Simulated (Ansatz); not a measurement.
**What each rung costs, and what it gives**

Saddle point of BH$_{5}$SeO, singlet (BH₃O ([BH2][OH]) + H₂Se → BH₃Se ([BH2][SeH]) + H₂O (still joined by a long B–O bond); bonds formed: B1–Se6, O2–H5; bonds broken: H5–Se6; bonds weakened to dative contacts: B1–O2), PBE0-D4/def2-TZVP structure:

B1  (-0.133, -0.701, -0.270)
O2  (0.189, 0.499, -1.123)
H3  (0.792, -1.441, -0.113)
H4  (-1.235, -1.147, -0.428)
H5  (0.045, 1.108, 0.092)
Se6  (-0.272, 0.518, 1.609)
H7  (-0.544, 0.721, -1.705)
H8  (1.157, 0.442, 1.937)
(Å)

Barriers are electronic and count from the start structure reached by relaxing down the imaginary mode.

Program: Ansatz 0.2.0. Basis: as named in each row. Cores are frozen in the correlated methods. Filled d shells of the heavier atoms are correlated. The def2 sets are not built for correlating such inner shells, so the correlated values are less sure here. B3LYP uses VWN-RPA correlation. Extrapolation: Hartree–Fock as exp(−7.88 √X), correlation as X^−2.97.

Times are rough, for one single point on 4 threads of a shared host (Arm Neoverse V1).

The estimate by CCSD(T) at an estimated basis limit (MP2 extrapolated from triple and quadruple zeta, plus CCSD(T) − MP2 in triple zeta) is 95.6 kJ/mol.

```tsv
method	basis	time (s)	barrier (kJ/mol)	method less estimate
HF	STO-3G	under 1	117.0	21.3
PBE-D4	STO-3G	under 1	0.8	-94.8
SPW92	def2-SVP	under 1	22.0	-73.6
B3LYP-D4	6-31G	1	82.8	-12.8
PBE-D4	def2-SVP	1	57.0	-38.6
PBE0-D4	def2-SVP	1	72.5	-23.1
SPW92	def2-TZVPP	1	30.6	-65.1
PBE-D4	def2-TZVPP	2	63.3	-32.3
BLYP-D4	def2-TZVPP	2	89.4	-6.2
B3LYP-D4	def2-TZVPP	2	98.5	2.9
BHLYP-D4	def2-TZVPP	2	116.9	21.3
PBE0-D4	def2-TZVPP	2	77.2	-18.4
CAM-B3LYP-D4	def2-TZVPP	3	102.4	6.8
r2SCAN-D4	def2-TZVPP	3	76.5	-19.1
CCSD(T)	def2-SVP	4	111.2	15.6
RPA on PBE	def2-TZVPP	4	97.4	1.8
wB97M-V	def2-SVP	4	90.4	-5.2
r2SCAN0-D4	def2-TZVPP	4	85.5	-10.1
PBE-QIDH	def2-TZVPP	4	85.9	-9.8
B2PLYP	def2-TZVPP	4	99.5	3.9
wB97X-V	def2-TZVPP	6	98.9	3.3
B97M-V	def2-TZVPP	6	100.2	4.6
wB97M-V	def2-TZVPP	6	97.5	1.9
MP2	def2-QZVPP	15	85.6	-10.0
CCSD(T)	def2-TZVPP	44	97.5	1.9
```

All methods are single points on the PBE0-D4 structures.

No T1 diagnostic of these runs exceeds 0.012.

Labels in which every atom is bracketed show which atoms are joined, not bond orders.
